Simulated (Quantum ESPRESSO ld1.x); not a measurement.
The numbers below are computed, except where a source is named.
Mn I, 25 electrons, occupied as [Ar] 3d5 4s1.5 4p0.5 (fractional occupations, a model configuration). Code: ld1.x of Quantum ESPRESSO 7.5. Model: scalar-relativistic Kohn-Sham, relativistic LDA (MacDonald-Vosko exchange, VWN5 correlation), spin-unpolarised, spherical densities, point nucleus.

X-ray form factor f0, the Fourier transform of the density (f0(0) = 25):

sin(theta)/lambda (1/angstrom)  f0 (electrons)
0.05                                    24.242
0.1                                     22.559
0.15                                    20.703
0.2                                     18.937
0.25                                    17.286
0.3                                     15.744
0.4                                     13.017
0.5                                     10.858
0.6                                      9.272
0.8                                      7.378
1                                        6.348
1.25                                     5.378
1.5                                      4.469
2                                        2.953
